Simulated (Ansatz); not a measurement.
Isomers of H2BNO. All species are isolated molecules in the gas phase. One relaxed conformer stands for each flexible species; it need not be the lowest. Strings in code marks are SMILES.

Quantity: electronic energy of isomers of H2BNO relative to `NB=O`, in kcal/mol.

Case: `N=BO`. Geometry of `N=BO` (neutral, multiplicity 1, Å):

```xyz
5

N     -1.1818     0.0079     0.0068
B      0.0484     0.0983    -0.1163
O      1.3666     0.2294    -0.2941
H     -2.1638    -0.0526     0.1116
H      1.9307    -0.2830     0.2921
```

Q: Estimate the electronic energy of isomers of H2BNO relative to `NB=O` that composite: frozen-core CCSD(T) with HF/cc-pVQZ and the correlation energy extrapolated as X^-3 from cc-pVTZ and cc-pVQZ, plus CCSDT(Q) minus CCSD(T) in cc-pVDZ // B3LYP-D3(BJ)/def2-TZVP (Ansatz, an electronic-structure program) returns for this input.

A: 21.6 kcal/mol.
